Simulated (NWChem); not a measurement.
**Plane-wave run on BeI$_{2}$ (CdI2 type)**

```xyz
3
Lattice="3.5887 0.0000 0.0000 -1.7944 3.1079 0.0000 0.0000 0.0000 5.7894" Properties=species:S:1:pos:R:3 pbc="T T T"
Be     0.0000     0.0000     0.0000
I      0.0000     2.0720     1.4589
I      1.7944     1.0360     4.3304
```

Program: NWChem. Origin of the cell: lattice set by a structure generator, not relaxed at this level; this structure type may not be the compound's usual one.

Norm-conserving pseudopotentials with valence charges Be 2, I 7, fixed occupations, no spin-orbit coupling, density cut at twice the wavefunction cutoff.

The filled d shells of I are in the core.

Level: LDA (Vosko), default library, cutoff 30 Ha, density from a 3×3×3 mesh. Bands run along Γ–M–K–Γ–A–L–H–A with k in units of the cell's reciprocal vectors.

Problem. Give the band energies at the labelled points, in eV from the valence-band top.

Solution. 
```
point                  k  band 5  band 6  band 7  band 8  band 9  band 10
-----  -----------------  ------  ------  ------  ------  ------  -------
Γ      0.000 0.000 0.000   -0.79   -0.52   -0.52   -0.01    3.53     3.93
M      0.500 0.000 0.000   -4.44   -3.23   -2.47   -0.70    2.25     3.68
K      0.333 0.333 0.000   -4.66   -4.20   -3.20   -3.20    1.81     7.08
A      0.000 0.000 0.500   -0.76   -0.76   -0.43   -0.43    3.61     4.01
L      0.500 0.000 0.500   -2.80   -2.45   -1.76   -1.60    2.22     3.37
H      0.333 0.333 0.500   -5.78   -5.07   -0.93   -0.93    4.01     4.01
```
Bands up to 8 are filled.
